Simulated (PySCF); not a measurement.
## AlBr⁺: from constants to spectrum

UHF-CCSD(T) constants of AlBr⁺, ²Σ⁺ (doublet), unpaired electrons σ ↑ (PySCF, no relativity, basis sets Al pcseg-1, Br pcseg-1; masses 26.9815 and 78.9183 u):

```
ωe              : 457.3 cm⁻¹
ωexe            : 2.63 cm⁻¹
Be              : 0.17251 cm⁻¹
αe              : 0.00101 cm⁻¹
D (centrifugal) : 9.82e-08 cm⁻¹
De to Al⁺ + Br  : 1.14 eV
```

Problem. Give the vibrational terms G(v) and spacings up to v = 3.

Solution. G(v) = ωe(v+½) − ωexe(v+½)².

| v | G(v) (cm⁻¹) | G(v) − G(v−1) | Bv (cm⁻¹) |
| --- | --- | --- | --- |
| 0 | 228 |  | 0.1720 |
| 1 | 680 | 452 | 0.1710 |
| 2 | 1127 | 447 | 0.1700 |
| 3 | 1568 | 442 | 0.1690 |

Correlated steps freeze 14 core orbitals. Correlated levels converge slowly with the basis: in double zeta they bind strong bonds too weakly, by up to about 1 eV, and carry superposition errors of some tenths. Spin–orbit coupling is left out. For an ion De counts to the pair picked by the measured ionisation energies or electron affinities, which need not be the lowest pair at this level. The state was picked by a PBE0 search and need not be the measured ground state.
